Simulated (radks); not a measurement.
Results of a calculation; reference values are marked as such.
Task: The neon ion Ne6+, [He] 2s2. Level of theory: non-relativistic Kohn-Sham, PBE, spin-polarised, spherical densities, point nucleus (a radial shooting solver on a logarithmic mesh with Libxc functionals). Every spin shell is full or empty, so the densities are truly spherical. Functionals are evaluated on that one density, not self-consistently. Rank these orbital-free kinetic functionals by their error against the exact value of the orbitals, and give that value: Thomas-Fermi, TF + vW/9, LC94, APBEK, revAPBEK, Perdew 92, Thakkar, Pearson, DePristo-Kress, Ernzerhof.

Result: Exact: 110.046 hartree. From best to worst, with 100 (|E| - |E exact|)/|E exact| (equal figures are ties): revAPBEK -0.13, Thakkar -0.74, APBEK -0.89, LC94 -0.93, Perdew 92 -0.95, TF + vW/9 -0.97, Ernzerhof +0.97, DePristo-Kress -2.20, Pearson -4.99, Thomas-Fermi -10.81.
